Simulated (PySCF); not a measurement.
A structure optimised at PBE-D3(BJ)/def2-TZVPD, used in a PySCF frequency run:

```xyz
3

Sb     0.0000     0.0000    -0.0466
H      0.0000     1.2356     1.1871
H      0.0000    -1.2356     1.1871
```
Charge -1, spin multiplicity 1.

Task: Write its SMILES, formula and point group.

Result: [SbH2-], H2Sb, C2v

Task: What are its rotational constants (standard atomic weights)?

Result: 167.46, 164.21, 82.908 GHz
